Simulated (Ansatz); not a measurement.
A nudged elastic band was laid between two geometries of BrH + GeH4O4 (11 atoms, charge 0, multiplicity 1).

Computed with RKS PBE/def2-SVP (Ansatz).

```yaml
movable_images: 5
climbing_image: yes
spring: 5.0 eV/Å²
optimiser: quadratic models (default)
start_path: through a guess of the saddle point
force_threshold: 0.05 eV/Å
iteration_limit: 60
end_points: relaxed
```

Image 0:

```xyz
11
Properties=species:S:1:pos:R:3
Ge -0.359 -0.183 -0.035
O -0.452 0.588 1.615
H -0.955 1.426 1.553
O 1.068 0.302 -0.953
H 1.837 0.398 -0.344
O -1.811 0.428 -0.861
H -1.628 0.556 -1.812
O -0.331 -1.933 0.240
H -1.049 -2.189 0.851
Br 2.636 0.976 2.032
H 1.147 0.877 2.039
```

Image 6:

```xyz
11
Properties=species:S:1:pos:R:3
Ge 0.835 0.156 -0.099
O -1.588 -0.097 2.073
H -1.561 0.543 1.318
O 1.180 -0.201 -1.809
H 1.317 -1.164 -1.912
O -0.587 1.280 -0.096
H -0.916 1.374 -1.012
O 0.431 -1.322 0.773
H -0.330 -1.076 1.386
Br 2.571 1.324 0.883
H -1.248 0.428 2.823
```

**Question.** Which bonds break or form, and what moves?

**Answer.** Bonds broken: Ge1–O2, Br10–H11. Bonds formed: Ge1–Br10, O2–H11. BrH + GeH4O4 becomes BrGeH3O3 + H2O.

**Question.** Give the energies along the band, and the barrier.

**Answer.** The forces met the threshold. The highest image is number 3 of 0 to 6, 15.1 kcal/mol above the first end and 28.6 kcal/mol above the last; the last end lies 13.5 kcal/mol below the first. A vibrational analysis at the climbing image gives one clearly imaginary mode, 375i cm⁻¹: a first-order saddle point. The orbitals stay closed-shell, which can raise the energy where a bond breaks towards radicals; this wasn't checked here.

```tsv
image	path coordinate (Å)	energy (kcal/mol)	Ge1–O2 (Å)	Br10–H11 (Å)	Ge1–Br10 (Å)
0	0.00	0.0	1.82	1.49	3.82
1	1.87	0.5	1.83	1.50	3.89
2	3.75	3.8	1.81	1.47	4.12
3	5.62	15.1	1.92	1.68	2.92
4	7.44	1.4	2.69	2.27	2.39
5	9.26	-12.1	3.11	2.73	2.33
6	11.08	-13.5	3.26	4.38	2.31
```

**Question.** What is the geometry of the highest image?

**Answer.** 
```xyz
11
Properties=species:S:1:pos:R:3
Ge 0.077 0.045 0.071
O -0.142 0.353 1.955
H -1.081 0.560 2.150
O 1.766 -0.414 -0.233
H 1.729 -1.316 -0.616
O -0.893 1.094 -0.984
H -1.595 0.514 -1.351
O -0.887 -1.473 -0.076
H -0.651 -2.115 0.620
Br 1.300 2.561 0.921
H 0.483 1.438 1.870
```

**Question.** What are the harmonic wavenumbers there?

**Answer.** 375i, 85, 107, 149, 166, 199, 234, 248, 285, 302, 368, 412, 428, 649, 667, 729, 744, 839, 877, 941, 990, 1078, 1315, 3649, 3651, 3659, 3725 cm⁻¹.

Time of the run: 3.7 min on 4 threads of Arm Neoverse V1 (shared host), peak memory 0.24 GiB.
